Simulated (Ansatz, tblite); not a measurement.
Spin states of the cluster Al₄P₄ (the lowest singlet isomer of a short search), each relaxed with PBE-D4/def2-SVP in Ansatz. Electronic energies in the gas phase.

The xTB rows come from tblite. Correlated methods freeze 40 core orbitals. The rows differ in basis, and correlated rows in double-zeta sets carry the largest basis error. In CCSD on the charge 0 quintet the largest single amplitude is 0.34, so its Hartree–Fock determinant may place the open shell otherwise than the density functionals do. The structure comes from a short search, and lower isomers may exist.

Singlet geometry (D2d within 0.1 Å):

```csv
atom,x (Å),y (Å),z (Å)
Al1,0.305,-1.900,0.585
Al2,-1.561,0.137,1.259
Al3,1.561,-0.137,-1.259
Al4,-0.304,1.900,-0.584
P5,-0.678,-1.459,2.529
P6,-2.446,1.732,-0.011
P7,1.837,2.066,-1.158
P8,1.287,-2.341,-1.360
```

Triplet geometry (D2h within 0.1 Å):

```tsv
atom	x (Å)	y (Å)	z (Å)
Al1	1.498	-1.615	0.350
Al2	1.024	0.725	-1.036
Al3	-1.023	-0.725	1.037
Al4	-1.499	1.614	-0.351
P5	2.870	-0.586	-1.078
P6	-0.064	2.574	-1.764
P7	-2.870	0.586	1.078
P8	0.063	-2.574	1.764
```

Quintet geometry (Cs within 0.1 Å):

```xyz
8

Al    1.962    0.613    1.996
Al   -0.499   -1.137    0.654
Al    0.074    1.252   -0.643
Al   -1.004   -0.840   -2.002
P     0.234   -0.778    2.749
P    -1.351   -2.723   -0.828
P    -0.408    1.120   -2.919
P     0.993    2.494    0.992
```

⟨S²⟩: triplet 2.04 at PBE0-D4/def2-TZVP (pure 2.00), quintet 6.07 at PBE0-D4/def2-TZVP (pure 6.00).

Run but left out: HF/STO-3G, HF/def2-SVP, MP2/def2-SVP, MP2/def2-TZVP (triplet: ⟨S²⟩ 2.15 to 2.38, where a pure state has 2.00); HF/def2-TZVP (triplet: a determinant that CCSD turns far, T1 0.051); HF/STO-3G, HF/def2-SVP, HF/def2-TZVP, MP2/def2-SVP, MP2/def2-TZVP (quintet: ⟨S²⟩ 6.33 to 6.46, where a pure state has 6.00).

Only these spin states were relaxed. The quintet has other bonds than the singlet, so the gap mixes isomer and spin.

Task: Estimate which spin state lies lowest at each of these levels, and by how much: GFN1-xTB; GFN2-xTB; PBE-D4/def2-TZVP; revPBE-D4/def2-TZVP; r2SCAN-D4/def2-TZVP; PBE0-D4/def2-TZVP; CCSD/def2-SVP; CCSD(T)/def2-SVP.

Result: 
```csv
level,triplet − singlet (kcal/mol),quintet − singlet (kcal/mol),lowest of these,remarks
GFN1-xTB,51.6,92.0,singlet,–
GFN2-xTB,28.9,84.4,singlet,–
PBE-D4/def2-TZVP,16.0,57.0,singlet,–
revPBE-D4/def2-TZVP,15.6,54.5,singlet,–
r2SCAN-D4/def2-TZVP,15.5,57.6,singlet,–
PBE0-D4/def2-TZVP,20.0,59.9,singlet,–
CCSD/def2-SVP,28.0,64.6,singlet,"large T1 (0.025) (singlet), large T1 (0.051) (triplet), large T1 (0.068) (quintet), spin-contaminated (⟨S²⟩ 2.30) (triplet), spin-contaminated (⟨S²⟩ 6.33) (quintet)"
CCSD(T)/def2-SVP,26.1,66.8,singlet,"large T1 (0.025) (singlet), large T1 (0.051) (triplet), large T1 (0.068) (quintet), spin-contaminated (⟨S²⟩ 2.30) (triplet), spin-contaminated (⟨S²⟩ 6.33) (quintet)"
```

Change of the quintet − singlet gap on mixing in exact exchange, in kcal/mol: PBE to PBE0 (25 % exact exchange) 2.9. The xTB methods have no term that favours high spin, so they put low spin too low.
